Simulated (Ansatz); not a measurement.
```yaml
crystal:
  periodic: [false, false, false]
  atoms:
    - {symbol: Cl, position_ang: [0.814071, -2.898954, 1.047605]}
    - {symbol: In, position_ang: [1.357285, -0.687054, 0.694808]}
    - {symbol: F, position_ang: [0.453116, -0.300579, -1.182124]}
    - {symbol: In, position_ang: [-1.357111, 0.687156, -0.693660]}
    - {symbol: Cl, position_ang: [-0.816914, 2.897931, -1.057480]}
    - {symbol: F, position_ang: [-0.451156, 0.304011, 1.183339]}
    - {symbol: H, position_ang: [2.719168, 0.263093, 0.975675]}
    - {symbol: H, position_ang: [-2.718468, -0.265615, -0.968162]}
basis:
  gaussian: {orbitals: def2-mTZVPP}
magnetization: {spin_polarized: true, initial_magnetization: 2}
hamiltonian: {xc: {name: B97}}
```

```sh
$ ansatz run in.yaml --threads 4 --pin off --events-out ev --progress --plain --max-ram 11315MiB
```

Output, abridged:

```
Functional definition: B97
1864 factors; integrals over basis functions are off by at most 6.1e-4 eV
mean field evaluation 1: about -40852.4309 eV, gradient 4.3e1 eV
mean field evaluation 2: about -40812.9132 eV, gradient 1.1e2 eV
mean field evaluation 4: about -40857.6479 eV, gradient 8.3e0 eV
mean field evaluation 8: about -40858.1089 eV, gradient 2.5e-1 eV
mean field evaluation 16: about -40858.1668 eV, gradient 3.3e-2 eV
mean field -40858.26240016 eV, -1501.5134484809 hartree, gradient 1.8e-5 eV, S^2 2.006455; 10 other end points of the search recorded, 0 dependent functions left out
reference -40858.26247528 eV, -1501.5134512417 hartree; 49, 47 occupied and 135, 137 virtual orbitals, 1864 factors
Total energy: -40858.26247528 eV, -1501.5134512417 hartree
```

Run time 57 s (4 threads of an Arm Neoverse V1 on a shared host); peak host memory 1.2 GiB.
